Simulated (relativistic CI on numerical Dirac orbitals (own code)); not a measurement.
## Electric-dipole transitions in Nd18+

These numbers are calculated, not measured: Dirac-Coulomb-Breit CI, separate exchange-only KLI orbitals for each configuration, model QED, unscaled Slater integrals (own radial code, finite nucleus).

Configurations in the expansion (outside the closed core [Ar] 3d10): 4s2 4p6 4d6, 4s2 4p5 4d7, 4s2 4p6 4d5 4f, 4s2 4p4 4d8, 4s 4p6 4d7, 4s2 4p6 4d5 5s, 4p6 4d8, 4s2 4p6 4d5 5p, 4s 4p6 4d6 4f, 4s2 4p6 4d5 5d, 4s2 4p6 4d4 5s2, 4s2 4p6 4d4 5p2, 4s2 4p6 4d5 6s, 4s2 4p6 4d5 6d. Levels of other configurations are missing.

```
λ vac (Å)                  Lower                       Upper   A (s⁻¹)        gf  Branching (%)
   95.905   4s2 4p6 4d6 5D_4 [1]  4s2 4p6 4d5 4f 5H°_4 [132]  2.37e+09  2.95e-02           41.9
   103.15   4s2 4p6 4d6 1G_4 [6]  4s2 4p6 4d5 4f 5F°_3 [101]  4.23e+09  4.73e-02           19.2
   105.91   4s2 4p6 4d6 1G_4 [6]      4s2 4p5 4d7 3D°_3 [87]  5.36e+09  6.31e-02           19.1
   106.78   4s2 4p6 4d6 1G_4 [6]      4s2 4p5 4d7 3D°_3 [83]  9.23e+09  1.10e-01           35.5
   107.73  4s2 4p6 4d6 3H_4 [13]  4s2 4p6 4d5 4f 5F°_3 [101]  9.50e+09  1.16e-01           43.1
   108.65   4s2 4p6 4d6 3G_5 [7]      4s2 4p5 4d7 3F°_4 [81]  2.75e+10  4.38e-01           86.2
   108.68   4s2 4p6 4d6 5D_2 [2]      4s2 4p5 4d7 3G°_3 [56]  3.66e+09  4.53e-02           34.0
   108.80  4s2 4p6 4d6 1I_6 [22]  4s2 4p6 4d5 4f 1H°_5 [114]  1.17e+10  2.28e-01           82.2
   108.96  4s2 4p6 4d6 1I_6 [22]  4s2 4p6 4d5 4f 3I°_5 [112]  1.83e+10  3.58e-01           89.9
   109.42   4s2 4p6 4d6 1G_4 [6]      4s2 4p5 4d7 3F°_3 [65]  1.31e+10  1.65e-01           52.2
   109.48  4s2 4p6 4d6 3F_3 [10]      4s2 4p5 4d7 3D°_3 [83]  4.54e+09  5.71e-02           17.5
   109.53   4s2 4p6 4d6 3H_6 [8]   4s2 4p6 4d5 4f 7F°_5 [76]  5.90e+09  1.17e-01           72.4
   109.91   4s2 4p6 4d6 3G_5 [7]      4s2 4p5 4d7 3H°_5 [69]  2.85e+09  5.68e-02           20.4
   109.92  4s2 4p6 4d6 3H_5 [17]      4s2 4p5 4d7 3G°_5 [96]  4.84e+09  9.64e-02           62.4
   109.98  4s2 4p6 4d6 3H_5 [17]      4s2 4p5 4d7 3G°_5 [95]  3.86e+09  7.71e-02           58.0
   110.16   4s2 4p6 4d6 5D_4 [1]      4s2 4p5 4d7 3F°_4 [43]  3.09e+09  5.07e-02           58.3
   110.71   4s2 4p6 4d6 5D_4 [1]      4s2 4p5 4d7 5D°_3 [42]  2.10e+10  2.70e-01           79.9
   110.81   4s2 4p6 4d6 3H_6 [8]      4s2 4p5 4d7 1H°_5 [68]  1.47e+10  2.98e-01           82.7
   111.03   4s2 4p6 4d6 5D_3 [3]      4s2 4p5 4d7 5P°_2 [53]  1.85e+10  1.71e-01           83.8
   111.36   4s2 4p6 4d6 3H_6 [8]      4s2 4p5 4d7 3H°_6 [66]  1.93e+10  4.67e-01           98.3
   111.39  4s2 4p6 4d6 3G_4 [16]      4s2 4p5 4d7 3D°_3 [87]  7.90e+09  1.03e-01           28.2
   111.42  4s2 4p6 4d6 3H_5 [17]      4s2 4p5 4d7 3G°_4 [90]  6.93e+09  1.16e-01           49.3
   111.52  4s2 4p6 4d6 3H_5 [17]      4s2 4p5 4d7 3F°_4 [89]  1.20e+10  2.02e-01           56.2
   111.73  4s2 4p6 4d6 1I_6 [22]      4s2 4p5 4d7 3I°_6 [93]  1.00e+10  2.43e-01           96.0
   111.90   4s2 4p6 4d6 5D_2 [2]      4s2 4p5 4d7 5D°_1 [44]  1.43e+10  8.03e-02           66.9
   111.95   4s2 4p6 4d6 1G_4 [6]      4s2 4p5 4d7 3F°_4 [58]  1.64e+10  2.77e-01           84.9
   112.11   4s2 4p6 4d6 5D_2 [9]      4s2 4p5 4d7 5D°_1 [63]  1.34e+10  7.60e-02           61.8
   112.36   4s2 4p6 4d6 5D_3 [3]      4s2 4p5 4d7 5P°_3 [48]  9.89e+09  1.31e-01           50.7
   112.46  4s2 4p6 4d6 3D_2 [15]      4s2 4p5 4d7 3F°_2 [80]  8.47e+09  8.03e-02           52.7
   112.47   4s2 4p6 4d6 5D_4 [1]      4s2 4p5 4d7 5D°_4 [39]  1.41e+10  2.41e-01           96.5
   112.48   4s2 4p6 4d6 5D_3 [3]      4s2 4p5 4d7 5D°_4 [46]  2.90e+09  4.95e-02           68.6
   112.55  4s2 4p6 4d6 3F_2 [11]      4s2 4p5 4d7 5P°_2 [64]  7.08e+09  6.73e-02           42.1
   112.72  4s2 4p6 4d6 3F_4 [28]     4s2 4p5 4d7 3D°_3 [121]  9.51e+09  1.27e-01           51.3
   112.74   4s2 4p6 4d6 5D_1 [5]      4s2 4p5 4d7 5D°_0 [50]  2.10e+10  4.00e-02           96.1
   112.98   4s2 4p6 4d6 5D_2 [9]      4s2 4p5 4d7 3F°_2 [60]  8.26e+09  7.90e-02           53.0
   113.46   4s2 4p6 4d6 5D_2 [2]      4s2 4p5 4d7 3P°_2 [41]  1.58e+10  1.52e-01           88.5
   113.79   4s2 4p6 4d6 5D_1 [5]      4s2 4p5 4d7 5D°_2 [45]  5.40e+09  5.24e-02           46.0
   113.81   4s2 4p6 4d6 5D_3 [3]      4s2 4p5 4d7 5D°_3 [42]  4.40e+09  5.98e-02           16.8
   114.08   4s2 4p6 4d6 3G_5 [7]      4s2 4p5 4d7 3H°_5 [57]  1.12e+10  2.41e-01           75.0
   114.22  4s2 4p6 4d6 3F_3 [10]      4s2 4p5 4d7 3F°_2 [59]  6.91e+09  6.75e-02           52.9
   114.37   4s2 4p6 4d6 5D_4 [1]      4s2 4p5 4d7 5F°_5 [36]  6.91e+09  1.49e-01           95.9
   114.60  4s2 4p6 4d6 3D_3 [18]      4s2 4p5 4d7 3D°_3 [70]  6.99e+09  9.63e-02           59.9
   115.95   4s2 4p6 4d6 5D_2 [2]      4s2 4p5 4d7 3D°_3 [37]  2.93e+09  4.14e-02           71.3
   116.27  4s2 4p6 4d6 3F_3 [10]      4s2 4p5 4d7 3G°_4 [54]  3.45e+09  6.30e-02           56.9
   116.63   4s2 4p6 4d6 3G_5 [7]      4s2 4p5 4d7 3H°_6 [49]  1.94e+09  5.16e-02           47.8
```

Terms are leading LS components. Brackets give the number of a level in order of energy, since labels repeat. The list gives strong lines, with weight on those to low levels, without lines whose two gauges differ by over a factor of 2.5, among the lowest 200 of 2914 levels, so that lines to higher ones, which can be the strongest, are missing. Levels whose partners in the same complex of configurations lie outside the list can be far off, and so can their lines. Rates are taken at the computed energies, electric ones in the length gauge.

At this charge energies of transitions that change n are usually good to better than 1 %, and those within a shell (Δn = 0) to a few per cent. Terms inside the open d or f shell come out 10 to 20 % too wide with unscaled integrals.

LS names give the leading component of a level, which can be under half, so a name can repeat, a term be missing and a line seem to break the LS rules.
